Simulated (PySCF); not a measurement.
CH8SSi2, SMILES C[SiH2]S[SiH3].

Geometry optimised at B3LYP-D3(BJ)/def2-SVP. The values are those of a single conformer.

All values below come from PySCF with B3LYP-D3(BJ)/def2-SVP.

Frequencies are harmonic and unscaled.

A small imaginary wavenumber (i) marks a very flat motion, where grid noise or a shallow saddle decides the sign.

Question: Estimate the vibrational spectrum. (The exact figures need the calculation; the answer reports its results.)

Answer: 
```json
[
 {"mode": "1", "ν (cm⁻¹)": "6i", "IR (km/mol)": "0.2", "Raman (Å⁴/amu)": "0.7", "depolarisation": "0.75", "moving atoms (share of kinetic energy)": "H 54 %, C 21 %, Si 18 %"},
 {"mode": "2", "ν (cm⁻¹)": "87", "IR (km/mol)": "0.4", "Raman (Å⁴/amu)": "0.0", "depolarisation": "–", "moving atoms (share of kinetic energy)": "H 75 %, S 10 %, Si 8 %"},
 {"mode": "3", "ν (cm⁻¹)": "130", "IR (km/mol)": "0.3", "Raman (Å⁴/amu)": "1.4", "depolarisation": "0.35", "moving atoms (share of kinetic energy)": "Si 46 %, H 29 %, C 12 %, S 12 %"},
 {"mode": "4", "ν (cm⁻¹)": "172", "IR (km/mol)": "0.2", "Raman (Å⁴/amu)": "0.4", "depolarisation": "0.54", "moving atoms (share of kinetic energy)": "H 87 %"},
 {"mode": "5", "ν (cm⁻¹)": "205", "IR (km/mol)": "1.6", "Raman (Å⁴/amu)": "2.7", "depolarisation": "0.74", "moving atoms (share of kinetic energy)": "Si 29 %, H 26 %, C 23 %, S 22 %"},
 {"mode": "6", "ν (cm⁻¹)": "463", "IR (km/mol)": "9.2", "Raman (Å⁴/amu)": "15.1", "depolarisation": "0.13", "moving atoms (share of kinetic energy)": "Si 44 %, S 33 %, H 21 %"},
 {"mode": "7", "ν (cm⁻¹)": "482", "IR (km/mol)": "8.5", "Raman (Å⁴/amu)": "3.7", "depolarisation": "0.28", "moving atoms (share of kinetic energy)": "H 71 %, Si 17 %, S 11 %"},
 {"mode": "8", "ν (cm⁻¹)": "511", "IR (km/mol)": "87.8", "Raman (Å⁴/amu)": "5.7", "depolarisation": "0.40", "moving atoms (share of kinetic energy)": "S 47 %, Si 40 %, H 13 %"},
 {"mode": "9", "ν (cm⁻¹)": "626", "IR (km/mol)": "17.0", "Raman (Å⁴/amu)": "6.0", "depolarisation": "0.68", "moving atoms (share of kinetic energy)": "H 89 %"},
 {"mode": "10", "ν (cm⁻¹)": "631", "IR (km/mol)": "16.7", "Raman (Å⁴/amu)": "11.6", "depolarisation": "0.68", "moving atoms (share of kinetic energy)": "H 89 %"},
 {"mode": "11", "ν (cm⁻¹)": "685", "IR (km/mol)": "6.5", "Raman (Å⁴/amu)": "13.2", "depolarisation": "0.43", "moving atoms (share of kinetic energy)": "H 43 %, C 38 %, Si 18 %"},
 {"mode": "12", "ν (cm⁻¹)": "692", "IR (km/mol)": "9.6", "Raman (Å⁴/amu)": "18.3", "depolarisation": "0.66", "moving atoms (share of kinetic energy)": "H 86 %"},
 {"mode": "13", "ν (cm⁻¹)": "741", "IR (km/mol)": "50.8", "Raman (Å⁴/amu)": "4.8", "depolarisation": "0.47", "moving atoms (share of kinetic energy)": "H 61 %, C 20 %, Si 19 %"},
 {"mode": "14", "ν (cm⁻¹)": "887", "IR (km/mol)": "120.6", "Raman (Å⁴/amu)": "7.4", "depolarisation": "0.75", "moving atoms (share of kinetic energy)": "H 79 %, C 16 %"},
 {"mode": "15", "ν (cm⁻¹)": "894", "IR (km/mol)": "316.4", "Raman (Å⁴/amu)": "13.4", "depolarisation": "0.73", "moving atoms (share of kinetic energy)": "H 85 %, C 9 %"},
 {"mode": "16", "ν (cm⁻¹)": "932", "IR (km/mol)": "48.2", "Raman (Å⁴/amu)": "23.4", "depolarisation": "0.74", "moving atoms (share of kinetic energy)": "H 95 %"},
 {"mode": "17", "ν (cm⁻¹)": "944", "IR (km/mol)": "173.2", "Raman (Å⁴/amu)": "9.4", "depolarisation": "0.74", "moving atoms (share of kinetic energy)": "H 95 %"},
 {"mode": "18", "ν (cm⁻¹)": "950", "IR (km/mol)": "44.5", "Raman (Å⁴/amu)": "27.0", "depolarisation": "0.67", "moving atoms (share of kinetic energy)": "H 93 %"},
 {"mode": "19", "ν (cm⁻¹)": "969", "IR (km/mol)": "128.0", "Raman (Å⁴/amu)": "14.9", "depolarisation": "0.74", "moving atoms (share of kinetic energy)": "H 95 %"},
 {"mode": "20", "ν (cm⁻¹)": "1272", "IR (km/mol)": "18.1", "Raman (Å⁴/amu)": "0.7", "depolarisation": "0.34", "moving atoms (share of kinetic energy)": "H 79 %, C 21 %"},
 {"mode": "21", "ν (cm⁻¹)": "1430", "IR (km/mol)": "5.2", "Raman (Å⁴/amu)": "14.6", "depolarisation": "0.74", "moving atoms (share of kinetic energy)": "H 96 %"},
 {"mode": "22", "ν (cm⁻¹)": "1435", "IR (km/mol)": "1.7", "Raman (Å⁴/amu)": "8.9", "depolarisation": "0.71", "moving atoms (share of kinetic energy)": "H 96 %"},
 {"mode": "23", "ν (cm⁻¹)": "2211", "IR (km/mol)": "33.8", "Raman (Å⁴/amu)": "21.0", "depolarisation": "0.34", "moving atoms (share of kinetic energy)": "H 97 %"},
 {"mode": "24", "ν (cm⁻¹)": "2217", "IR (km/mol)": "85.3", "Raman (Å⁴/amu)": "144.5", "depolarisation": "0.13", "moving atoms (share of kinetic energy)": "H 97 %"},
 {"mode": "25", "ν (cm⁻¹)": "2219", "IR (km/mol)": "163.1", "Raman (Å⁴/amu)": "208.3", "depolarisation": "0.17", "moving atoms (share of kinetic energy)": "H 97 %"},
 {"mode": "26", "ν (cm⁻¹)": "2237", "IR (km/mol)": "116.5", "Raman (Å⁴/amu)": "163.1", "depolarisation": "0.32", "moving atoms (share of kinetic energy)": "H 97 %"},
 {"mode": "27", "ν (cm⁻¹)": "2247", "IR (km/mol)": "94.5", "Raman (Å⁴/amu)": "190.6", "depolarisation": "0.34", "moving atoms (share of kinetic energy)": "H 96 %"},
 {"mode": "28", "ν (cm⁻¹)": "3031", "IR (km/mol)": "2.5", "Raman (Å⁴/amu)": "144.6", "depolarisation": "0.03", "moving atoms (share of kinetic energy)": "H 97 %"},
 {"mode": "29", "ν (cm⁻¹)": "3122", "IR (km/mol)": "4.2", "Raman (Å⁴/amu)": "93.9", "depolarisation": "0.72", "moving atoms (share of kinetic energy)": "H 91 %, C 9 %"},
 {"mode": "30", "ν (cm⁻¹)": "3133", "IR (km/mol)": "2.2", "Raman (Å⁴/amu)": "62.6", "depolarisation": "0.75", "moving atoms (share of kinetic energy)": "H 91 %, C 9 %"}
]
```
